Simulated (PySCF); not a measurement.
Delta-SCF ions had no search for a lower state. 

Cartesian coordinates (Å):
SMILES: BC1CC1
```xyz
11

B      1.5293    -0.0009    -0.5248
C      0.1154    -0.5237    -0.3297
C     -0.6069    -0.1701     0.9937
C     -1.0301     0.5147    -0.2418
H      1.8251     1.0626    -0.0360
H      2.3601    -0.6103    -1.1471
H     -0.1904    -1.4815    -0.7557
H     -0.0358     0.3897     1.7335
H     -1.2412    -0.9568     1.4013
H     -0.7598     1.5609    -0.3798
H     -1.9657     0.2153    -0.7136
```
Charge 0, spin multiplicity 1.

What LUMO, vertical ionisation energy (Delta-SCF) and HOMO–LUMO gap does PBE-D3(BJ)/def2-TZVP (PySCF) give?


| Property | Value |
|---|---|
| LUMO | -2.07 eV |
| vertical ionisation energy (Delta-SCF) | 10.23 eV |
| HOMO–LUMO gap | 5.02 eV |
